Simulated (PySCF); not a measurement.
**Broadened absorption spectrum of C8H7FO**

C8H7FO.
Geometry (PBE0-D3(BJ)/def2-SVP, Å), atoms numbered from 1 in this order:
```
atom  x, y, z in Å
C1     2.636   -0.649   -0.196
C2     1.750    0.476    0.278
O3     2.220    1.468    0.793
C4     0.271    0.342    0.100
C5    -0.543    1.395    0.542
C6    -1.923    1.335    0.409
C7    -2.489    0.205   -0.175
F8    -3.809    0.137   -0.305
C9    -1.711   -0.857   -0.624
C10   -0.330   -0.781   -0.483
H11    2.506   -0.824   -1.275
H12    2.389   -1.588    0.322
H13    3.680   -0.383    0.008
H14   -0.055    2.261    0.994
H15   -2.572    2.145    0.747
H16   -2.198   -1.723   -1.075
H17    0.281   -1.614   -0.835
```

Computed with TDDFT PBE0/def2-SVPD, vertical, gas phase, core orbitals frozen in the response in PySCF.

Broadening: Gaussians 0.4 eV wide at half height, area fixed by f = 4.319×10⁻⁹ ∫ε dν̃. The width is an assumption, not a result. The curve ends short of the highest state used, and states not computed would add to its high-energy end.

```
E (eV)  ε (L mol⁻¹ cm⁻¹)
  3.27                 0
  3.35                 0
  3.42                 0
  3.50                 1
  3.58                 2
  3.65                 3
  3.73                 5
  3.80                 6
  3.88                 7
  3.96                 6
  4.03                 4
  4.11                 3
  4.18                 1
  4.26                 1
  4.34                 0
  4.41                 1
  4.49                 5
  4.56                20
  4.64                85
  4.72               318
  4.79               881
  4.87              2385
  4.94              4871
  5.02              9114
  5.10             13831
  5.17             16716
  5.25             16933
  5.32             14310
  5.40              9606
  5.48              5173
  5.55              2521
  5.63               955
  5.70               520
  5.78               805
  5.86              1991
  5.93              3929
  6.01              6985
  6.08              9653
  6.16             11426
  6.24             11163
  6.31              9983
  6.39              9627
  6.46             11849
  6.54             17596
```

Task: Where are the band maxima, and which computed states make them?

Result: 320 nm (3.87 eV), ε about 6.7, made up of S1 (100%); 238 nm (5.21 eV), ε about 17000, made up of S3 (99%); 200 nm (6.19 eV), ε about 12000, made up of S5 (98%) (ε in L mol⁻¹ cm⁻¹; maxima over ε = 5, shares over 10%). At its high-energy end, 6.54 eV, the curve is still rising (ε about 18000, from S6). The states used: S1 3.87 eV (f 0.0001); S2 5.02 eV (f 0.0059); S3 5.22 eV (f 0.254); S4 5.55 eV (f 0.0000); S5 6.18 eV (f 0.168); S6 6.72 eV (f 0.418); S7 6.78 eV (f 0.0007); S8 6.90 eV (f 0.0002); S9 7.05 eV (f 0.020); S10 7.14 eV (f 0.0000).

Task: What would ε be at 5.21 eV, the highest of these maxima, with half the width (0.2 eV)?

Result: About 34100 L mol⁻¹ cm⁻¹ against 17300, a factor of about 1.97; a lone state at its own centre would give exactly 2.

Task: Coming from long wavelengths, where does ε first pass 100 L mol⁻¹ cm⁻¹?

Result: At about 267 nm (4.65 eV), 0.78 eV above S1.

Task: On this curve, what absorbance would a 10⁻³ mol/L sample give at 308 nm over a 1 cm path?

Result: 308 nm is 4.025 eV, where ε is about 4.5 L mol⁻¹ cm⁻¹, so A = ε c l ≈ 0.0045 (Beer–Lambert, with the gas-phase spectrum and the assumed width).

The vertical ionisation energy (ΔSCF) is 9.29 eV, 2.15 eV above S10.

On one thread of an Arm Neoverse V2, shared host, this took 5.7 min of wall time.

One conformer stands for the species.
